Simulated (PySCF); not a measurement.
**Working out the ionisation energy of F²⁺**

F²⁺ [He] 2s2 2p3 (4S) → F³⁺ [He] 2s2 2p2 (3P). Computed with PySCF 2.14 in dyall-av2z (11s7p2d, 42 functions), with the non-relativistic Hamiltonian (point nucleus). Frozen: 1s2; the 8 highest virtual orbitals dropped. Energies in hartree (1 hartree = 27.21139 eV):

```csv
part,F²⁺ (lower),F³⁺ (upper)
UHF,-97.609796,-95.321473
MP2 opposite-spin,-0.061413,-0.058902
MP2 same-spin,-0.025241,-0.011556
```

What does Hartree-Fock give?

(-95.321473) − (-97.609796) = 2.288323 hartree = 62.268 eV.

What do MP2 and SCS-MP2 (6/5 opposite-spin, 1/3 same-spin) give?

The opposite-spin parts differ by 0.068 eV and the same-spin parts by 0.372 eV. MP2: 62.268 + (0.068) + (0.372) = 62.708 eV. SCS-MP2: 62.268 + 1.2 × (0.068) + (0.372)/3 = 62.474 eV.

A first-order spin-orbit estimate adds -0.053 eV to MP2 (valence), giving 62.655 eV against 62.708 eV (semi-empirical (NIST evaluation); NIST Atomic Spectra Database, ionization energies).

A double-zeta basis recovers only part of the correlation energy.

What remains against the reference includes basis incompleteness, the frozen core and correlation beyond second order.
